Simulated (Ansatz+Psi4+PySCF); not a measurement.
sextet MnO: levels of theory in one basis

| atom | x (Å) | y (Å) | z (Å) |
| --- | --- | --- | --- |
| Mn | 0.0000 | 0.0000 | 0.0000 |
| O | 0.0000 | 0.0000 | 1.6460 |

Basis set: cc-pVTZ (spherical functions). Left uncorrelated: 10 orbitals. Correlation on ROHF uses semicanonical orbitals with singles. Charge 0, multiplicity 6.

Computed with Ansatz (development build ahead of 0.2.0) and Psi4 1.11; each method stands on the lowest determinant of its kind that the runs found.

| method | E − E(ROHF) (eV) | <S²> of the determinant |
| --- | --- | --- |
| ROHF | 0.00 | 8.75 |
| UHF | -1.86 | 9.53 |
| ROHF-MP2 | -11.90 | – |
| ROHF-CCSD | -12.01 | – |
| UHF-CCSD | -12.05 | 9.53 |
| ROHF-CCSD(T) | -12.71 | – |
| UHF-CCSD(T) | -12.62 | 9.53 |

**Question.** What does UHF-MP2 give on the same scale?

**Answer.** -10.88 eV.

**Question.** Is a single determinant a sound starting point here?

**Answer.** It is doubtful. Unrestricted orbitals lower Hartree–Fock by 1.86 eV and <S²> is 9.53 where a pure state has 8.75, a sign of strong static correlation.

Caution: other spin multiplicities were not run. Caution for ROHF, ROHF-MP2, ROHF-CCSD, ROHF-CCSD(T): an unrestricted determinant lies well below. Caution for UHF, UHF-MP2, UHF-CCSD, UHF-CCSD(T): the unrestricted determinant is spin contaminated. Caution for ROHF-MP2, UHF-MP2, ROHF-CCSD, UHF-CCSD, ROHF-CCSD(T), UHF-CCSD(T): large amplitudes, a single reference is doubtful. Caution for UHF-CCSD(T): another reference gives a lower total.
